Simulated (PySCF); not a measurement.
C2H5BF2SSi: core ionisation energies

C₂H₅BF₂SSi.
Z-matrix (Å and degrees, PBE0-D3(BJ)/def2-SVP geometry), rows numbered from 1:
```
C 
C   1  1.4946
S   2  1.6270  1  123.27
Si  2  1.9048  1  117.67  3  -177.05
B   4  2.0360  2  106.20  1    73.03
F   5  1.3169  4  124.53  2   125.73
F   5  1.3218  4  119.35  2   -53.31
H   1  1.0991  2  111.46  3     1.49
H   1  1.1042  2  110.03  3   123.39
H   1  1.1041  2  109.99  3  -120.17
H   4  1.4865  2  111.01  1  -164.05
H   4  1.5009  2  109.12  1   -42.24
```

Level of theory: PySCF, delta-SCF UKS SCAN, pcX-2 on the ionised atom, pcseg-1 elsewhere, spin-free X2C. Vertical ΔSCF values, vacuum level as zero.

Q: What binding energy does each computed site have?

A: 
```json
{"atom(s)": "Si4", "bonded to": "C, 2 H and B", "level": "Si 2p3/2", "binding energy (eV)": "106.95", "2p1/2 (eV)": "107.57", "count": "1"}
{"atom(s)": "C1", "bonded to": "C and 3 H", "level": "C 1s", "binding energy (eV)": "291.25", "2p1/2 (eV)": "–", "count": "1"}
{"atom(s)": "F6/F7", "bonded to": "B", "level": "F 1s", "binding energy (eV)": "693.61", "2p1/2 (eV)": "–", "count": "2"}
{"atom(s)": "Si4", "bonded to": "C, 2 H and B", "level": "Si 1s", "binding energy (eV)": "1846.66", "2p1/2 (eV)": "–", "count": "1"}
{"atom(s)": "S3", "bonded to": "C (double bond)", "level": "S 1s", "binding energy (eV)": "2476.50", "2p1/2 (eV)": "–", "count": "1"}
```

Q: Give the binding energy of F 1s of F6/F7 in hartree and in kJ/mol.

A: 693.61 eV = 25.4897 Eh = 66923 kJ/mol.

One atom of each set of topologically equivalent atoms was ionised and stands for the set; in this conformer not all members are related by symmetry, and their own values weren't computed. The list is incomplete; no value stands for C 1s of C2 (hole states with ⟨S²⟩ of 1 or more are left out). For 2p shells one spin-free hole was relaxed; a mean-field spin–orbit operator and the ground-state splitting of the three 2p orbitals were then diagonalised within the shell. The shell's mean is (2 × 2p3/2 + 2p1/2)/3, and the degeneracies 2j + 1 give areas of 2:1. 2p1/2 minus 2p3/2 (ligand field included): Si 0.62 eV. No level of boron is listed. One conformer (not necessarily the lowest) at the PBE0-D3(BJ)/def2-SVP geometry, without solvent, vibrations or thermal averaging.
